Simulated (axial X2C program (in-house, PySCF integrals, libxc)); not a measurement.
# SnSb: properties at the nuclei

Computed with an axial X2C code built on PySCF integrals: two-component X2C with atomic mean-field Coulomb and Gaunt terms, Gaussian nuclei, basis Sb dyall-cv3z, Sn dyall-cv3z with contracted cores.

R = 2.631 Å (near the PBE0 minimum at charge 0 of the determinant lowest at the starting distance; the state shown can have its own minimum elsewhere).

Input and command:
```json
{"zs": [51, 50], "q": 0, "bas": ["dyall-cv3z", "dyall-cv3z"], "r0": 2.8, "levels": ["PBE0", "HF", "BHandHLYP", "PBE", "LDA"], "nst": 3}
```
```bash
python soeom.py task.json out
```

Keys: zs atomic numbers; q charge; bas basis sets; r0 starting distance in Å; levels methods; nst determinants followed.

Determinant lowest in the PBE0 search, Ω = 3/2 (⟨Sz⟩ = 0.51, ⟨Lz⟩ = 0.99 at PBE0), spin on the atoms Sb 0.43, Sn 0.07:

```tsv
level	Eeff magnitude (GV/cm)	Ws magnitude Sb (kHz)	Ws magnitude Sn (kHz)	A∥/gI Sb (MHz)	qzz Sb (a.u.)	A∥/gI Sn (MHz)	qzz Sn (a.u.)	μ (D)
PBE0	0.296	0.153	0.0591	134	-4.12	173	-6.16	1.30
HF	1.25	0.505	0.117	-327	-4.67	599	-5.93	0.97
BHandHLYP	0.0661	0.111	0.113	122	-4.03	203	-6.54	1.48
PBE	0.216	0.116	0.0471	188	-4.24	146	-5.68	1.09
LDA	0.127	0.105	0.0668	245	-4.33	138	-5.71	1.05
```

Determinant 0.33 eV from it at PBE0 and this distance, Ω = 1/2 (⟨Sz⟩ = -0.48, ⟨Lz⟩ = 0.98 at PBE0), spin on the atoms Sb -0.44, Sn -0.04:

```csv
level,Eeff magnitude (GV/cm),Ws magnitude Sb (kHz),Ws magnitude Sn (kHz),A∥/gI Sb (MHz),qzz Sb (a.u.),A∥/gI Sn (MHz),qzz Sn (a.u.),μ (D)
PBE0,2.52,2.04,0.983,1890,-4.45,1040,-6.13,1.33
HF,15.1,0.941,17,1250,-3.58,1540,-5.15,0.96
BHandHLYP,4.21,2.93,2.1,1760,-4.30,1110,-6.41,1.49
PBE,2.74,1.88,1.36,1740,-4.39,1110,-5.54,1.14
LDA,3.87,2.29,2.25,1560,-4.21,1240,-5.34,1.14
```

Eeff is the effective electric field on the electron electric dipole moment in this Ω state and Ws the scalar–pseudoscalar constant of the nucleus named (defined with the proton number Z and per Ω); A∥ (defined per Ω) follows by multiplying with gI = μI/(I μN); qzz is the electric field gradient, eQq0 = 234.96 MHz × Q/barn × qzz; μ is positive if the Sn end (last atom) is positive. The operators were transformed with the bare-nucleus X2C matrices; with these basis sets, hyperfine constants and field gradients can be off by tens of per cent, and where levels differ in sign neither size nor sign is settled.

(1) With Q(121Sb) = -0.543 barn (Q from Pyykkö, Mol. Phys. 2018), turn the PBE0 values of the first state into constants in MHz.

Each state is one determinant with collinear spin. Unrestricted Hartree–Fock can overshoot spin polarisation at the nuclei. Where Eeff spreads by more than a factor of two the levels disagree and none is to be relied on. The search compared states at one distance, so a state with another bond length can lie lower. Further determinants of the search, some of them spin-mixed, are not shown. Where a field gradient or hyperfine factor spreads by more than a factor of two over the levels, a constant derived from it is not to be relied on. PBE0 term energies can be off by some tenths of an eV.

Answers

(1) eQq0(121Sb) = 234.96 × (-0.543) × (-4.12) = 526 MHz.
